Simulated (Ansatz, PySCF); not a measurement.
Reaction (SMILES): FOF -> F atom + [O]F (the F-O bond at the site shown breaks; other sites are not compared here)
Structures are relaxed separately at B3LYP-D3(BJ)/def2-TZVP in Ansatz (a quantum-chemistry and plane-wave program). Unstable Hartree-Fock reference: FOF.

Property: bond dissociation energy (enthalpy at 298 K, with B3LYP-D3(BJ) rigid-rotor harmonic-oscillator terms from PySCF), in kcal/mol. Correlated levels leave the core frozen unless marked. UHF or UKS for open shells. No spin-orbit coupling. Non-relativistic. CBS(X,Y): correlation extrapolated as X^-3; Hartree-Fock from the larger set.

CCSD(T)/CBS(cc-pVTZ,cc-pVQZ) (Ansatz) gives 39.6 kcal/mol.

Problem. Another calculation gave 35.5 kcal/mol. Which level was it?
A) B97M-V/def2-TZVPD (Ansatz)
B) BLYP/def2-TZVPD (Ansatz)
C) r2SCAN0/def2-TZVPD (Ansatz)
D) r2SCANh/def2-TZVPD (Ansatz)

Solution. D, r2SCANh/def2-TZVPD (Ansatz). The others give 40.4 (B97M-V), 28.3 (r2SCAN0), 45.7 (BLYP) kcal/mol.
